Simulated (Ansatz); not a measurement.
**Worked example: SiH2(CH3)Br + C2H8OSi → SiH2(CH3)(OH) + C2H7BrSi**

Species: SiH2(CH3)Br, singlet; C2H8OSi `CC[SiH2]O`, singlet; SiH2(CH3)(OH), singlet; C2H7BrSi `CC[SiH2]Br`, singlet. The partners trade Br for OH; both sit on Si, so the bond types are kept.

Shapes, held fixed at every level: PBE0-D4/def2-TZVP. Flexible molecules stand in one conformer, not always the lowest. Programs: Ansatz 0.2.0. The zero-point and thermal change to 298 K, harmonic and unscaled (PBE0-D4/def2-TZVP), is +0.1 kJ/mol.

At CCSD(T)/def2-TZVPP; 1 Eh = 2625.50 kJ/mol:

| species | energy (Eh) |
| --- | --- |
| SiH2(CH3)Br | -2902.854605 |
| C2H8OSi | -445.116636 |
| SiH2(CH3)(OH) | -405.880848 |
| C2H7BrSi | -2942.090787 |

Question: Work out ΔH(298 K) of the reaction at this level.

Answer: 
1. Products less reactants: (-405.880848) + (-2942.090787) − [(-2902.854605) + (-445.116636)] = -0.000394 Eh = -1.0 kJ/mol.
2. With the thermal change: -1.0 + (+0.1) = -0.9 kJ/mol.

Other levels give -0.9 (CCSD/def2-TZVPP) to +0.4 kJ/mol (HF/def2-SVP). No measured value is set beside it here. Relativity is left out for Br. Outer-core shells of Br are correlated, in sets that cover them unevenly. That is about zero within the method's error.
